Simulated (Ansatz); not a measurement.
Cost and result for the atomization energy of `O[CH]1[SiH2][GeH2]1` (10 atoms, 10 bonds).

```xyz
10

O    -0.447    1.369    1.286
C    -0.519    0.591    0.123
Si    1.032    0.355   -0.932
Ge   -0.110   -1.397    0.048
H    -1.150    1.093    1.880
H    -1.403    0.784   -0.496
H     2.300    0.719   -0.260
H     0.988    0.751   -2.361
H    -1.182   -2.269   -0.610
H     0.492   -1.996    1.321
```

Charge 0, multiplicity 1. Correlated methods include outer-core shells of Ge, which these sets cover unevenly. Scalar relativity is left out up to krypton. The geometry is a stationary point of PBE0-D4/def2-TZVP. It is one conformer, not always the lowest. Program: Ansatz. All runs use 4 threads of an Arm Neoverse V1 on a shared host. Times are those of one run each, without the atoms' runs, and a repeat can differ threefold. Electronic energies, without spin–orbit coupling; frozen cores. CCSD(T)/CBS adds CCSD(T) − MP2 in def2-TZVPP to the MP2 limit, and its time is that of the two runs behind it. T1 = 0.013. With those shells the extrapolation isn't a true limit. B3LYP takes the VWN-RPA correlation (the form of Gaussian; ORCA's B3LYP/G).

CCSD(T)/CBS is a level of theory with its own doubt, some kJ/mol a heavy atom from the limit and from the frozen cores, so smaller differences don't rank the functionals.

```tsv
level	functions	wall time	atomization (kJ/mol)	difference from CCSD(T)/CBS	per bond
PBE-D4/def2-TZVPP (with forces)	236	2.6 s	3166.3	28.2	2.8
PBE0-D4/def2-TZVPP	236	3.3 s	3111.7	-26.4	-2.6
r2SCAN-D4/def2-TZVPP (with forces)	236	4.9 s	3138.8	0.7	0.1
B3LYP-D4/def2-TZVPP (with forces)	236	4.9 s	3106.5	-31.6	-3.2
B2PLYP/def2-TZVPP	236	5.5 s	3072.7	-65.4	-6.5
ωB97X-V/def2-TZVPP	236	8 s	3144.1	6.0	0.6
ωB97M-V/def2-TZVPP (with forces)	236	12 s	3119.0	-19.1	-1.9
MP2/def2-QZVPP	453	23 s	3124.1	-14.0	-1.4
CCSD(T)/def2-TZVPP	236	2.4 min	3051.6	-86.5	-8.7
CCSD(T)/CBS(def2)	–	2.8 min	3138.1	0.0	0.0
```

In def2-TZVPP, CCSD(T) changes the Hartree–Fock value by +886.3 kJ/mol (the triples alone add +52.2 kJ/mol) and MP2 by +908.2 kJ/mol; breaking electron pairs costs correlation energy, which Hartree–Fock lacks. From PBE to PBE0 (25 % exact exchange), in def2-TZVPP and without D4, the atomization energy moves by −51.3 kJ/mol: exact exchange takes away binding that semilocal exchange gives to molecules. The D4 term adds +34.2 kJ/mol with B3LYP and +17.8 kJ/mol with PBE0; it sums over pairs of atoms, weighted by their polarisabilities, and B3LYP, whose exchange is more repulsive, gets the larger term.
